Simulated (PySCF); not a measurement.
**The third ionisation energy along the second row**

All values are computed (PySCF 2.14, energy differences of UHF-based or UKS calculations, no spin-orbit coupling). Values in eV. The last column holds reference values (NIST; (s) semi-empirical, (t) theoretical, else measured). Unmarked ones compare directly (S terms, centres of terms, or small fine structure); those marked * lie between the lowest fine-structure levels and include a spin-orbit shift.

```csv
element,configurations,MP2 (valence),SCS-MP2 (valence),CCSD (valence),CCSD(T) (valence),PBE0,r2SCAN,reference
"B (aug-cc-pVQZ, non-relativistic)",[He] 2s1 → 1s2,n/a,n/a,n/a,n/a,38.226,37.849,37.931
"C (aug-cc-pVQZ, non-relativistic)",[He] 2s2 → [He] 2s1,47.022,47.271,47.810,47.810,47.037,46.614,47.888
"N (aug-cc-pVQZ, non-relativistic)",[He] 2s2 2p1 → [He] 2s2,47.522,47.472,47.268,47.300,48.002,48.222,47.445 (s) *
"O (aug-cc-pVQZ, non-relativistic)",[He] 2s2 2p2 → [He] 2s2 2p1,55.040,54.887,54.819,54.831,55.301,55.598,54.936 (s) *
"F (aug-cc-pVQZ, non-relativistic)",[He] 2s2 2p3 → [He] 2s2 2p2,62.895,62.620,62.668,62.671,62.929,63.172,62.708 (s) *
"Ne (aug-cc-pVQZ, non-relativistic)",[He] 2s2 2p4 → [He] 2s2 2p3,63.177,63.314,63.209,63.230,63.739,63.625,63.423 *
```

"Valence" correlates the outer s and p shells and, in groups 3 to 12 and the f block, the outer d or f shell, open or full, or the next shell where the ion has no valence electron left; the wider scheme adds the next inner shell.
